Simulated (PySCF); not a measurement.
```xyz
4
charge 0 multiplicity 3, angstrom
Ag   -0.0083    0.0000    0.0000
F     1.9303    0.0002   -0.0002
F    -0.8972    1.7155    0.0001
F    -0.8968   -1.7157    0.0001
```

Computed with PySCF, UB3LYP, basis Ag def2-SVP with ECP28, F def2-SVP (scalar-relativistic core potentials, no spin–orbit coupling, density fitting).

This geometry of AgF₃ is a stationary point at this level.

(1) What is the point group?

(2) Is it a minimum?

(3) List the harmonic modes with their infrared intensities.

(4) Give the ideal-gas entropy at 298.15 K and 1 bar by parts.

Answers

(1) C2v.

(2) Yes: all harmonic wavenumbers are real.

(3) 
```json
{"symmetry": "b2", "ω (cm⁻¹)": "90", "IR (km/mol)": "6.1", "type": "bend"}
{"symmetry": "a1", "ω (cm⁻¹)": "109", "IR (km/mol)": "7.1", "type": "bend"}
{"symmetry": "b1", "ω (cm⁻¹)": "125", "IR (km/mol)": "21.8", "type": "bend"}
{"symmetry": "a1", "ω (cm⁻¹)": "505", "IR (km/mol)": "0.0", "type": "stretch"}
{"symmetry": "a1", "ω (cm⁻¹)": "545", "IR (km/mol)": "17.0", "type": "stretch"}
{"symmetry": "b2", "ω (cm⁻¹)": "561", "IR (km/mol)": "18.7", "type": "stretch"}
```

(4) translation 172.5, rotation 103.9, vibration 48.9, spin 9.1; total 334.4 J/(mol K).

Other isomers or separated fragments may lie lower. Other spin states or occupations of the open shell can lie lower. At this level a singlet minimum of C2v symmetry lies 32 kJ/mol below this structure.
